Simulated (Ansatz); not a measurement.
Single points on SiH2Me(NCO) (C2H5NOSi).

```yaml
crystal:
  periodic: [false, false, false]
  atoms:
    - {symbol: Si, position_ang: [0.684762, 0.029494, 0.455487]}
    - {symbol: H, position_ang: [0.728243, 0.001577, 1.958168]}
    - {symbol: H, position_ang: [2.089991, -0.025492, -0.076364]}
    - {symbol: C, position_ang: [-0.211507, 1.558946, -0.164665]}
    - {symbol: H, position_ang: [0.312745, 2.474650, 0.178217]}
    - {symbol: H, position_ang: [-1.250973, 1.590161, 0.218863]}
    - {symbol: H, position_ang: [-0.247445, 1.573950, -1.272375]}
    - {symbol: N, position_ang: [-0.146037, -1.397292, -0.081761]}
    - {symbol: C, position_ang: [-0.704398, -2.409097, -0.433628]}
    - {symbol: O, position_ang: [-1.255371, -3.396898, -0.781932]}
basis:
  gaussian: {orbitals: def2-TZVP, initial_orbitals: start.molden}
hamiltonian: {xc: pbe}
correlation: {method: rpa}
scf: {omitted_lower_state_checks: [starts]}
```

The file start.molden holds the orbitals of an earlier run on this structure, at another level or in another basis.

```sh
$ ansatz run in.yaml --threads 4 --pin off --events-out ev --progress --plain --max-ram 3916MiB
```

Output, abridged:

```
Functional definition: PBE
1267 factors; integrals over basis functions are off by at most 1.2e-3 eV
mean field evaluation 1: about -13563.1849 eV, gradient 1.1e1 eV
mean field evaluation 2: about -13563.3076 eV, gradient 1.3e-1 eV
mean field evaluation 4: about -13563.3036 eV, gradient 1.3e-4 eV
mean field evaluation 8: about -13563.3036 eV, gradient 2.5e-6 eV
mean field -13563.30364596 eV, -498.4422154515 hartree, gradient 2.5e-6 eV, S^2 0.000000; 0 other end points of the search recorded, 0 dependent functions left out
9 core orbitals not correlated: weight in the atoms' cores, before any rotation towards them, 1.000 or more for the frozen orbitals, at most 0.000 for the correlated occupied ones
reference -13523.60743152 eV, -496.9834064779 hartree; 14, 14 occupied and 168, 168 virtual orbitals, 1267 factors
Total energy: -13561.00237146 eV, -498.3576451735 hartree
Checks for a lower state left out: starts
```

Run time 9.5 s (4 threads of Intel Xeon on a shared host).

First input, but with `gaussian: {orbitals: def2-TZVPD, initial_orbitals: start.molden}`, `hamiltonian: {xc: r2scan, dispersion: d4}`, `output: {orbitals: {seedname: orbitals}}` and without the key `correlation` (abridged; 10 s):

```
Functional definition: r2SCAN
mean field -13570.30060437 eV, -498.6993489303 hartree, gradient 1.7e-5 eV, S^2 0.000000
Total energy: -13570.34779686 eV, -498.7010832226 hartree
Checks for a lower state left out: starts
```

First input, but with `hamiltonian: {xc: {name: LC-wPBE, parameters: {omega: 0.2/bohr}}}`, `output: {orbitals: {seedname: orbitals}}` and without the key `correlation` (abridged; 7 s):

```
Functional definition: LC-wPBE
mean field -13565.99991825 eV, -498.5413016307 hartree, gradient 1.3e-5 eV, S^2 0.000000
Total energy: -13565.99991828 eV, -498.5413016318 hartree
Checks for a lower state left out: starts
```

First input, but with `hamiltonian: {xc: pbe, dispersion: d4}`, `output: {forces: true, orbitals: {seedname: orbitals}}` and without the key `correlation` (abridged; 4.8 s):

```
Functional definition: PBE
mean field -13563.30369166 eV, -498.4422171310 hartree, gradient 2.4e-5 eV, S^2 0.000000
Total energy: -13563.48987424 eV, -498.4490592147 hartree
Atom 0 force    -0.079595    -0.105296    -0.050336 eV/Å
Atom 1 force    -0.018734    -0.019153    -0.169154 eV/Å
Atom 2 force    -0.163827    -0.016704     0.047322 eV/Å
Atom 3 force    -0.079876     0.083449    -0.054463 eV/Å
Atom 4 force    -0.130522    -0.241720    -0.085626 eV/Å
Atom 5 force     0.276050    -0.005122    -0.099113 eV/Å
Atom 6 force     0.011739    -0.001394     0.293140 eV/Å
Atom 7 force    -0.106161    -0.209125    -0.066297 eV/Å
Atom 8 force     0.170947     0.297993     0.109276 eV/Å
Atom 9 force     0.119979     0.217073     0.075251 eV/Å
Dipole moment:     0.134274     0.535535     0.081547 e Å
Checks for a lower state left out: starts
```

First input, but with `hamiltonian: {xc: {name: wB97X-V}}`, `output: {orbitals: {seedname: orbitals}}` and without the key `correlation` (abridged; 15 s):

```
Functional definition: wB97X-V
mean field -13570.92070365 eV, -498.7221371586 hartree, gradient 2.7e-5 eV, S^2 0.000000
Total energy: -13570.92070156 eV, -498.7221370820 hartree
Checks for a lower state left out: starts
```

As the first input, with `correlation: {method: mp2}`, `output: {orbitals: {seedname: orbitals}}` and without the key `hamiltonian` (abridged; 8 s):

```
Functional definition: HF
mean field -13525.31645696 eV, -497.0462120045 hartree, gradient 4.0e-6 eV, S^2 0.000000
9 core orbitals not correlated: weight in the atoms' cores, before any rotation towards them, 1.000 or more for the frozen orbitals, at most 0.000 for the correlated occupied ones
second order -23.26313810 eV of doubles, -0.00000000 eV of singles
Total energy: -13548.57959506 eV, -497.9011165613 hartree
Checks for a lower state left out: starts
```

As the first input, with `gaussian: {orbitals: def2-TZVPD, initial_orbitals: start.molden}`, `hamiltonian: {xc: pbe, dispersion: d4}`, `output: {orbitals: {seedname: orbitals}}` and without the key `correlation` (abridged; 7 s):

```
Functional definition: PBE
mean field -13563.33596218 eV, -498.4434030508 hartree, gradient 2.0e-5 eV, S^2 0.000000
Total energy: -13563.52216597 eV, -498.4502459139 hartree
Checks for a lower state left out: starts
```

Geometry: PBE-D4/def2-SVP.

Correlated methods freeze 9 core orbitals.
